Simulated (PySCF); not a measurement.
**Electron correlation in Si (silicon, neutral)**

[Ne] 3s2 3p2, high-spin 3P determinant. All numbers are calculated (PySCF 2.14, the spin-free X2C one-electron Hamiltonian (Gaussian nucleus), in aug-cc-pCVTZ-DK with one added diffuse shell each of s, p, d, f type (9s8p6d4f, 91 functions)). Frozen: 1s2; 12 electrons correlated.

```
  level  correlation energy (mhartree)
   CCSD                        -361.78
    (T)                          -5.34
CCSD(T)                        -367.12
```

Diagnostics: T1 = 0.0084, D1 = 0.0332, largest double amplitude 0.061.

Cost of the coupled-cluster step: roughly 120 core-seconds, for 12 correlated electrons.

Iterations:

```
CC2 = 0
CCSD nocc = (np.int64(7), np.int64(5)), nmo = (90, 90)
frozen orbitals [[0], [0]]
max_cycle = 100
direct = 0
conv_tol = 1e-08
conv_tol_normt = 1e-06
diis_space = 8
diis_start_cycle = 0
Init t2, MP2 energy = -0.343119591627155
Init E_corr(UCCSD) = -0.343119591628935
cycle = 1  E_corr(UCCSD) = -0.355889080345359  dE = -0.0127694887  norm(t1,t2) = 0.0523678
cycle = 2  E_corr(UCCSD) = -0.359802610470378  dE = -0.00391353013  norm(t1,t2) = 0.0200935
cycle = 3  E_corr(UCCSD) = -0.361777326926428  dE = -0.00197471646  norm(t1,t2) = 0.00958145
cycle = 4  E_corr(UCCSD) = -0.361776120471985  dE = 1.20645444e-06  norm(t1,t2) = 0.0019039
cycle = 5  E_corr(UCCSD) = -0.36176904099642  dE = 7.07947557e-06  norm(t1,t2) = 0.000351231
cycle = 6  E_corr(UCCSD) = -0.361777480518453  dE = -8.43952203e-06  norm(t1,t2) = 0.000109514
cycle = 7  E_corr(UCCSD) = -0.361776040466901  dE = 1.44005155e-06  norm(t1,t2) = 2.57044e-05
cycle = 8  E_corr(UCCSD) = -0.36177619450883  dE = -1.54041929e-07  norm(t1,t2) = 4.59675e-06
cycle = 9  E_corr(UCCSD) = -0.361776200158989  dE = -5.6501584e-09  norm(t1,t2) = 1.0993e-06
cycle = 10  E_corr(UCCSD) = -0.361776189747512  dE = 1.04114769e-08  norm(t1,t2) = 3.02816e-07
cycle = 11  E_corr(UCCSD) = -0.361776187471764  dE = 2.27574798e-09  norm(t1,t2) = 9.44278e-08
UCCSD converged
E(UCCSD) = -289.8210743713416  E_corr = -0.3617761874717638
UCCSD(T) correction = -0.00534463784357027
```
